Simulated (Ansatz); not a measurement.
A short molecular-dynamics run on SnF₄.

```yaml
crystal:
  periodic: [false, false, false]
  atoms:
    - {symbol: Sn, position_ang: [0.000004, 0.000062, 0.000077]}
    - {symbol: F, position_ang: [0.010590, -0.018553, 1.907683]}
    - {symbol: F, position_ang: [1.794946, 0.010873, -0.646084]}
    - {symbol: F, position_ang: [-0.906486, 1.561417, -0.616252]}
    - {symbol: F, position_ang: [-0.899054, -1.553808, -0.645423]}
basis:
  gaussian: {orbitals: def2-SVP}
hamiltonian: {xc: {name: BLYP}, dispersion: d3bjatm}
md: {timestep: 1 fs, n_steps: 15, ensemble: nvt_nose_hoover, temperature: 1500, initial_velocities: maxwell_boltzmann, seed: 330}
scf: {omitted_lower_state_checks: [starts]}
```

```sh
$ ansatz run in.yaml --threads 4 --pin off --events-out ev --progress --plain --max-ram 3916MiB
```

```tsv
step	time (fs)	potential energy (eV)	kinetic (eV)	T (K)	conserved (eV)
0	0.0	-16690.4263	0.5817	1500	-16689.8446
1	1.0	-16690.4226	0.5780	1491	-16689.8446
2	2.0	-16690.4188	0.5743	1481	-16689.8446
3	3.0	-16690.4150	0.5704	1471	-16689.8446
4	4.0	-16690.4112	0.5667	1461	-16689.8446
5	5.0	-16690.4075	0.5629	1452	-16689.8446
6	6.0	-16690.4038	0.5592	1442	-16689.8446
7	7.0	-16690.3999	0.5553	1432	-16689.8446
8	8.0	-16690.3958	0.5512	1422	-16689.8446
9	9.0	-16690.3912	0.5467	1410	-16689.8446
10	10.0	-16690.3860	0.5415	1396	-16689.8446
11	11.0	-16690.3799	0.5354	1381	-16689.8447
12	12.0	-16690.3727	0.5282	1362	-16689.8447
13	13.0	-16690.3642	0.5197	1340	-16689.8447
14	14.0	-16690.3541	0.5098	1315	-16689.8447
15	15.0	-16690.3425	0.4982	1285	-16689.8447
```

Velocities are drawn at the set temperature; a run this short doesn't reach equilibrium.

In the def2 sets Sn takes a core potential; there is no spin–orbit coupling.

Frames (Å, forces in eV/Å):

```xyz
5
time=0.0 fs
Sn    0.000    0.000    0.000    0.000   -0.001   -0.001
F     0.011   -0.019    1.908    0.004   -0.007    0.740
F     1.795    0.011   -0.646    0.696    0.004   -0.250
F    -0.906    1.561   -0.616   -0.352    0.606   -0.239
F    -0.899   -1.554   -0.645   -0.349   -0.602   -0.251
5
time=1.0 fs
Sn   -0.003   -0.002   -0.002    0.117    0.064    0.111
F     0.023   -0.020    1.907   -0.013   -0.009    0.701
F     1.797    0.021   -0.634    0.683   -0.008   -0.262
F    -0.899    1.563   -0.618   -0.387    0.641   -0.257
F    -0.902   -1.553   -0.641   -0.400   -0.688   -0.292
5
time=2.0 fs
Sn   -0.006   -0.003   -0.004    0.238    0.131    0.221
F     0.035   -0.021    1.907   -0.031   -0.011    0.649
F     1.800    0.031   -0.622    0.656   -0.019   -0.270
F    -0.892    1.566   -0.621   -0.416    0.665   -0.271
F    -0.905   -1.553   -0.637   -0.447   -0.765   -0.329
5
time=3.0 fs
Sn   -0.009   -0.005   -0.006    0.361    0.197    0.329
F     0.047   -0.022    1.907   -0.051   -0.014    0.586
F     1.803    0.040   -0.611    0.615   -0.032   -0.274
F    -0.885    1.568   -0.623   -0.438    0.679   -0.281
F    -0.908   -1.554   -0.633   -0.487   -0.831   -0.361
5
time=4.0 fs
Sn   -0.012   -0.007   -0.008    0.484    0.263    0.433
F     0.060   -0.023    1.907   -0.072   -0.016    0.514
F     1.806    0.050   -0.599    0.561   -0.044   -0.275
F    -0.879    1.571   -0.626   -0.453    0.681   -0.286
F    -0.912   -1.555   -0.629   -0.520   -0.884   -0.386
5
time=5.0 fs
Sn   -0.015   -0.009   -0.010    0.605    0.328    0.530
F     0.072   -0.025    1.907   -0.095   -0.019    0.435
F     1.810    0.060   -0.588    0.496   -0.058   -0.273
F    -0.872    1.574   -0.628   -0.461    0.671   -0.286
F    -0.916   -1.556   -0.625   -0.545   -0.922   -0.406
5
time=6.0 fs
Sn   -0.018   -0.010   -0.013    0.722    0.389    0.620
F     0.084   -0.026    1.908   -0.120   -0.022    0.349
F     1.814    0.070   -0.577    0.422   -0.072   -0.269
F    -0.866    1.578   -0.631   -0.463    0.649   -0.282
F    -0.920   -1.558   -0.621   -0.560   -0.944   -0.418
5
time=7.0 fs
Sn   -0.021   -0.012   -0.014    0.833    0.446    0.701
F     0.096   -0.027    1.909   -0.146   -0.024    0.260
F     1.818    0.079   -0.566    0.339   -0.087   -0.263
F    -0.860    1.582   -0.634   -0.459    0.615   -0.273
F    -0.924   -1.560   -0.618   -0.567   -0.950   -0.424
5
time=8.0 fs
Sn   -0.023   -0.013   -0.016    0.936    0.499    0.772
F     0.108   -0.029    1.910   -0.174   -0.027    0.168
F     1.822    0.089   -0.555    0.250   -0.103   -0.257
F    -0.855    1.586   -0.637   -0.449    0.570   -0.260
F    -0.929   -1.563   -0.615   -0.563   -0.938   -0.423
5
time=9.0 fs
Sn   -0.026   -0.015   -0.018    1.030    0.545    0.834
F     0.120   -0.030    1.911   -0.203   -0.030    0.076
F     1.826    0.099   -0.544    0.156   -0.120   -0.251
F    -0.849    1.591   -0.641   -0.434    0.515   -0.243
F    -0.934   -1.566   -0.612   -0.549   -0.910   -0.415
5
time=10.0 fs
Sn   -0.029   -0.017   -0.020    1.114    0.585    0.885
F     0.132   -0.031    1.912   -0.234   -0.034   -0.015
F     1.831    0.108   -0.533    0.060   -0.138   -0.246
F    -0.844    1.596   -0.644   -0.415    0.450   -0.222
F    -0.939   -1.569   -0.609   -0.526   -0.865   -0.401
5
time=11.0 fs
Sn   -0.031   -0.018   -0.022    1.187    0.619    0.925
F     0.143   -0.032    1.914   -0.265   -0.037   -0.104
F     1.835    0.118   -0.523   -0.037   -0.156   -0.241
F    -0.839    1.601   -0.648   -0.392    0.378   -0.198
F    -0.945   -1.573   -0.607   -0.493   -0.804   -0.381
5
time=12.0 fs
Sn   -0.034   -0.019   -0.023    1.249    0.645    0.955
F     0.155   -0.034    1.915   -0.297   -0.040   -0.189
F     1.840    0.127   -0.512   -0.134   -0.175   -0.238
F    -0.834    1.606   -0.651   -0.366    0.298   -0.172
F    -0.950   -1.578   -0.605   -0.452   -0.728   -0.356
5
time=13.0 fs
Sn   -0.036   -0.021   -0.025    1.299    0.665    0.975
F     0.166   -0.035    1.916   -0.330   -0.044   -0.270
F     1.844    0.136   -0.502   -0.228   -0.194   -0.236
F    -0.830    1.611   -0.655   -0.338    0.213   -0.143
F    -0.956   -1.583   -0.603   -0.403   -0.641   -0.326
5
time=14.0 fs
Sn   -0.038   -0.022   -0.026    1.338    0.678    0.986
F     0.177   -0.037    1.917   -0.363   -0.048   -0.345
F     1.849    0.146   -0.492   -0.320   -0.213   -0.237
F    -0.825    1.617   -0.659   -0.308    0.125   -0.112
F    -0.962   -1.588   -0.601   -0.348   -0.542   -0.293
5
time=15.0 fs
Sn   -0.040   -0.023   -0.028    1.367    0.685    0.989
F     0.189   -0.038    1.917   -0.396   -0.051   -0.413
F     1.853    0.155   -0.482   -0.406   -0.232   -0.239
F    -0.821    1.622   -0.662   -0.278    0.033   -0.081
F    -0.969   -1.593   -0.599   -0.287   -0.435   -0.256
```

It took 35 s on 4 threads of Intel Xeon on a shared host.
